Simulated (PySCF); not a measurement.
[(1R,2S)-2-fluorocyclopropyl]methanol (C4H7FO), SMILES OC[C@@H]1[C@H](C1)F.

Geometry optimised at PBE0-D3(BJ)/def2-SVP. Other conformers were not sampled.

The numbers are results of PBE0-D3(BJ)/def2-SVP (PySCF 2.14.0), not measurements.

Harmonic, unscaled wavenumbers; measured fundamentals usually lie a few per cent lower.

**Question.** List the normal modes with their intensities. (The exact figures need the calculation; the answer reports its results.)

**Answer.** 
```tsv
mode	ν (cm⁻¹)	IR (km/mol)	Raman (Å⁴/amu)	depolarisation	moving atoms (share of kinetic energy)
1	77	3.2	0.2	0.69	C 32 %, O 30 %, H 27 %, F 11 %
2	174	4.0	0.1	0.69	C 40 %, O 24 %, F 19 %, H 17 %
3	261	73.3	1.6	0.75	H 59 %, C 25 %, F 13 %
4	337	63.7	2.1	0.71	H 62 %, C 28 %
5	364	2.3	3.1	0.40	C 32 %, O 29 %, F 24 %, H 15 %
6	427	4.5	0.3	0.58	C 37 %, F 31 %, H 31 %
7	530	17.8	2.1	0.66	H 42 %, C 38 %, O 15 %
8	811	12.2	7.3	0.75	H 45 %, C 45 %, F 10 %
9	870	11.0	3.4	0.45	H 78 %, C 20 %
10	898	4.8	7.6	0.22	H 50 %, C 44 %
11	981	21.0	3.2	0.75	C 51 %, H 43 %
12	1009	45.6	4.4	0.69	H 47 %, C 47 %
13	1040	4.6	1.5	0.56	H 60 %, C 39 %
14	1092	58.5	2.3	0.71	H 66 %, C 27 %
15	1106	9.6	5.9	0.75	C 51 %, H 44 %
16	1113	31.8	1.3	0.75	H 61 %, C 29 %, O 9 %
17	1153	44.7	4.6	0.67	C 42 %, H 35 %, O 22 %
18	1211	17.8	4.6	0.14	C 51 %, H 35 %, F 12 %
19	1240	53.8	12.5	0.41	H 69 %, C 23 %
20	1249	9.5	4.9	0.32	H 60 %, C 39 %
21	1336	16.7	5.1	0.64	H 77 %, C 23 %
22	1374	10.2	7.1	0.69	H 77 %, C 18 %
23	1405	3.7	5.3	0.58	H 83 %, C 16 %
24	1432	42.4	2.9	0.75	H 75 %, C 23 %
25	1484	1.5	12.2	0.71	H 91 %, C 9 %
26	1520	73.8	4.8	0.19	C 69 %, H 30 %
27	3009	66.0	137.2	0.18	H 94 %
28	3101	20.2	72.7	0.47	H 91 %, C 9 %
29	3156	2.6	72.4	0.14	H 95 %
30	3163	4.3	98.8	0.18	H 92 %, C 8 %
31	3175	15.3	99.6	0.19	H 92 %, C 8 %
32	3260	0.6	58.2	0.73	H 89 %, C 11 %
33	3883	35.8	68.8	0.26	H 94 %
```
